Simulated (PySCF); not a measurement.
## `InChI=1S/C4H6OSi/c1-3-5-6-4-2/h2-3H,1,6H2`

Geometry:
| atom | x (Å) | y (Å) | z (Å) |
| --- | --- | --- | --- |
| C1 | 2.463 | -1.285 | 0.248 |
| C2 | 1.819 | -0.287 | 0.062 |
| Si3 | 0.798 | 1.238 | -0.214 |
| O4 | -0.652 | 1.150 | 0.529 |
| C5 | -1.686 | 0.299 | 0.449 |
| C6 | -1.733 | -0.809 | -0.268 |
| H7 | 3.031 | -2.157 | 0.409 |
| H8 | 1.349 | 2.388 | 0.489 |
| H9 | 0.639 | 1.394 | -1.663 |
| H10 | -2.520 | 0.624 | 1.062 |
| H11 | -2.609 | -1.430 | -0.264 |
| H12 | -0.898 | -1.126 | -0.866 |

The calculation used GIAO PW91/pcSseg-0 magnetisability, rotational g tensor and spin-rotation constants, non-relativistic, gas phase in PySCF. Geometry: GFN2-xTB.

Give the nuclear spin-rotation constants along the inertial axes (H = +C I·J) beside the isotropic shieldings.

Rotational constants 4.5063, 2.0482, 1.5288 GHz. A star marks the isotopologue with that one atom substituted, in its own axes.
| atom | isotope | Caa (kHz) | Cbb (kHz) | Ccc (kHz) | mean (kHz) | σ (ppm) |
| --- | --- | --- | --- | --- | --- | --- |
| H7 | 1H | -0.287 | -0.105 | -0.192 | -0.195 | 31.1 |
| H8 | 1H | -0.437 | 0.011 | -0.090 | -0.172 | 27.4 |
| H9 | 1H | -0.444 | -0.186 | 0.062 | -0.189 | 27.3 |
| H10 | 1H | 0.153 | -0.218 | -0.081 | -0.049 | 26.1 |
| H11 | 1H | -0.126 | -0.039 | -0.196 | -0.120 | 28.8 |
| H12 | 1H | 0.037 | -0.211 | -0.122 | -0.099 | 28.8 |
| C1 | 13C* | 0.999 | 0.436 | 0.551 | 0.662 | 84.7 |
| C2 | 13C* | 0.897 | 0.349 | 0.523 | 0.590 | 105.4 |
| Si3 | 29Si* | -2.221 | -1.204 | -0.877 | -1.434 | 415.0 |
| O4 | 17O* | -0.905 | -0.233 | -0.141 | -0.426 | 230.3 |
| C5 | 13C* | 2.079 | 0.646 | 0.396 | 1.040 | 33.0 |
| C6 | 13C* | 1.531 | 0.528 | 0.266 | 0.775 | 91.0 |

For the geometry as given, no vibrational averaging.
